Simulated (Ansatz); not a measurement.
Reaction (formal exchange of groups at a B–N bond): `CN(C)BF` + `[F][AlH2]` → `F[BH][AlH][F]` + `CNC`

Gas-phase electronic energies from Ansatz, PBE0-D4/def2-TZVP geometries. CCSD(T)/CBS adds triple-zeta CCSD(T) − MP2 to the extrapolated MP2 energy (def2 sets, frozen cores). This one scheme is used for every species. Functionals use def2-TZVPP. B3LYP here is the variant with VWN-RPA as its local correlation; programs differ in this. One conformer a species, not always the lowest.

`CN(C)BF`:

Cartesian coordinates in Å:
```
C 0.556 0.421 1.171
N -0.149 -0.079 0.018
C 0.517 0.158 -1.241
B -1.371 -0.735 0.124
F -1.989 -1.183 -0.978
H 0.702 1.505 1.103
H -0.010 0.204 2.077
H 1.545 -0.044 1.260
H 0.658 1.231 -1.410
H 1.505 -0.316 -1.253
H -0.075 -0.249 -2.059
H -1.891 -0.913 1.188
```

`[F][AlH2]`:

Cartesian coordinates in Å:
```
F 1.484 0.199 0.550
Al -0.051 -0.007 -0.019
H -0.914 -1.144 0.648
H -0.518 0.952 -1.179
```

`F[BH][AlH][F]`:

Z-matrix (Å, degrees):
```
B
Al 1 2.163
F 1 1.327 2 119.9
H 1 1.207 2 125.4 3 -179.7
F 2 1.656 1 116.3 3 -103.5
H 2 1.585 1 127.8 3 78.3
```

`CNC`:

```xyz
10

C     0.254   -1.172    0.151
N     0.610    0.221    0.288
C    -0.331    1.105   -0.359
H     0.961   -1.794    0.703
H     0.313   -1.460   -0.903
H    -0.765   -1.412    0.501
H     0.688    0.460    1.268
H    -0.303    0.939   -1.440
H    -0.051    2.145   -0.179
H    -1.376    0.966   -0.031
```

| level | ΔE (kJ/mol) | difference from CCSD(T)/CBS |
| --- | --- | --- |
| revPBE-D4 | 183.6 | -9.6 |
| BLYP-D4 | 191.0 | -2.2 |
| BHLYP-D4 | 197.9 | 4.7 |
| CAM-B3LYP-D4 | 199.1 | 5.9 |
| ωB97X-V | 190.0 | -3.2 |
| ωB97M-V | 196.7 | 3.5 |
| PBE-QIDH | 195.4 | 2.2 |
| PBE | 182.2 | -11.0 |
| BLYP | 184.1 | -9.1 |
| PBE0 | 186.3 | -6.9 |
| B3LYP | 189.4 | -3.8 |
| BHLYP | 195.1 | 1.9 |
| LC-ωPBE | 188.6 | -4.6 |
| CCSD(T)/def2-SVP | 207.9 | 14.7 |
| MP2/def2-TZVPP | 203.4 | 10.2 |
| MP2/CBS(def2) | 202.2 | 9.0 |
| CCSD(T)/CBS | 193.2 | 0 |

Problem. What do rigid-rotor, harmonic-oscillator terms from PBE0-D4/def2-TZVP frequencies (298.15 K, 1 bar) make of the CCSD(T)/CBS value? (An estimate is asked.)

Solution. Computed: ΔZPE = +4.6 kJ/mol, ΔH = +199.4 kJ/mol, ΔS = 36 J/(mol·K), ΔG = +188.8 kJ/mol. Modes under 50 cm⁻¹ make the entropy rough.

Largest T1 diagnostic among the species: 0.014.

From BLYP to BHLYP (50 % exact exchange), in def2-TZVPP and without D4, ΔE moves by +11.0 kJ/mol. Leaving LDA and LC-ωPBE aside and taking each functional with its dispersion term where it has one, the values, not all of them listed here, spread over 24.1 kJ/mol, from revPBE-D4 to B97M-V. LDA lies +23.8 kJ/mol from PBE without D4. The D4 term adds +4.8 kJ/mol with B3LYP and +2.6 kJ/mol with PBE0; it sums over pairs of atoms, weighted by their polarisabilities, and B3LYP, whose exchange is more repulsive, gets the larger term.
